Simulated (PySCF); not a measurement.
Computed IR spectrum (relative IR intensity) of a molecule H7NO2Si2. The structure is a stationary point at TPSSh-D3(BJ)/def2-SVP. One conformer was computed; it need not be the lowest. Calculation: TPSSh-D3(BJ)/def2-SVP run with PySCF. Frequencies are harmonic and unscaled.

Lines under 2 % of the strongest are left out, and lines within 2 cm⁻¹ are merged.

ν (cm⁻¹): 261 (w), 280 (w), 372 (s), 387 (m), 453 (w), 487 (vs), 530 (m), 754 (s), 773 (s), 805 (m), 863 (vs), 873 (m), 917 (w), 940 (w), 955 (m), 962 (s), 1559 (m), 2233 (m), 2236 (m), 2248 (m), 3532 (w), 3623 (w), 3802 (m) (against the strongest line: vs over 80 %, s over 45 %, m over 15 %, w over 4 %, vw less)

Task: Which structure fits?
A) O[SiH2]N[SiH2]O
B) O[SiH](O)N[SiH3]
C) N[SiH2]O[SiH2]O
D) N[Si](O)(O)[SiH3]

Result: D, N[Si](O)(O)[SiH3]
